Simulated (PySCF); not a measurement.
Vertical excitations of a molecule H4OSeSi from TDA-CAM-B3LYP/def2-SVPD run with PySCF, as energy in eV (oscillator strength): 3.57 (0.001), 5.43 (0.018), 5.61 (0.008), 6.80 (0.053), 7.00 (0.046), 7.22 (0.000), 7.39 (0.012), 7.54 (0.021), 7.55 (0.028), 7.70 (0.059). Lowest triplet (TDA): 2.75 eV. Geometry optimised at r2SCAN-D4/def2-SVP. Other conformers were not sampled.

Identify the compound among the candidates.
A) [SiH3]O[SeH]
B) O[SiH2][SeH]
C) O[Se][SiH3]

A, [SiH3]O[SeH]
